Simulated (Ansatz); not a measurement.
Gas-phase electronic energies from Ansatz, PBE0-D4/def2-TZVP geometries. CCSD(T)/CBS is the MP2 limit (def2-TZVPP, def2-QZVPP) plus CCSD(T) − MP2 in def2-TZVPP, frozen cores. For Ga outer-core shells are correlated without core-valence functions, which leaves a few kJ/mol of doubt a bond. Scalar relativity is left out up to krypton. Each species was taken in one conformer, which may not be the lowest.

`[OH][Ga]([OH])[O][SiH3]` + `C[CH2][Al]([CH3])[F]` → `[CH3][Al]([F])[CH2][SiH3]` + `C[O][Ga]([OH])[OH]`  (redistribution)

`[OH][Ga]([OH])[O][SiH3]`:

Z-matrix (Å, degrees):
```
Si
O 1 1.636
H 1 1.486 2 108.1
H 1 1.488 2 111.1 3 119.6
H 1 1.488 2 111.1 3 -119.5
Ga 2 1.766 1 138.2 3 -179.1
O 6 1.772 2 119.8 1 -179.8
O 6 1.769 2 119.1 1 0.2
H 7 0.960 6 113.1 2 0.0
H 8 0.960 6 113.4 2 180.0
```

`C[CH2][Al]([CH3])[F]`:

```xyz
13

C    -0.575   -1.122   -1.277
C    -1.189    0.142   -0.674
Al   -0.126    1.010    0.715
C     1.593    0.389    1.375
F    -0.754    2.396    1.377
H    -1.215   -1.563   -2.047
H    -0.406   -1.893   -0.520
H     0.394   -0.921   -1.742
H    -1.387    0.883   -1.458
H    -2.178   -0.077   -0.252
H     1.976    1.011    2.187
H     2.341    0.385    0.575
H     1.527   -0.641    1.739
```

`[CH3][Al]([F])[CH2][SiH3]`:

```xyz
13

C    -2.216    0.735   -0.436
Al   -0.318    1.112   -0.301
F     0.149    2.653    0.085
C     1.103   -0.179   -0.584
Si    1.496   -1.227    0.909
H    -2.570    0.902   -1.459
H    -2.440   -0.305   -0.185
H    -2.806    1.383    0.217
H     2.015    0.344   -0.892
H     0.809   -0.855   -1.396
H     0.276   -1.957    1.356
H     1.945   -0.371    2.042
H     2.558   -2.235    0.643
```

`C[O][Ga]([OH])[OH]`:

Cartesian coordinates in Å:
```
C 1.582 0.221 0.840
O 0.899 0.305 -0.392
Ga -0.816 -0.088 -0.556
O -1.726 -0.611 0.875
O -1.616 0.038 -2.135
H 2.416 -0.482 0.749
H 1.990 1.203 1.101
H 0.943 -0.113 1.666
H -2.648 -0.802 0.687
H -1.025 0.330 -2.834
```

| species | HF/def2-QZVPP energy (Eh) |
| --- | --- |
| `[OH][Ga]([OH])[O][SiH3]` | -2440.00513 |
| `C[CH2][Al]([CH3])[F]` | -459.82533 |
| `[CH3][Al]([F])[CH2][SiH3]` | -710.90280 |
| `C[O][Ga]([OH])[OH]` | -2188.87132 |

(1) Work out ΔE.

Largest T1 diagnostic among the species: 0.014.

Results:

(1) ΔE = (-710.90280) + (-2188.87132) − (-2440.00513) − (-459.82533) = 0.05634 Eh = +147.9 kJ/mol. CCSD(T)/CBS gives +133.4 kJ/mol.

In def2-TZVPP, CCSD(T) changes the Hartree–Fock value by −14.2 kJ/mol (the triples alone add −2.9 kJ/mol) and MP2 by −8.8 kJ/mol. From PBE to PBE0 (25 % exact exchange), in def2-TZVPP and without D4, ΔE moves by +6.8 kJ/mol.
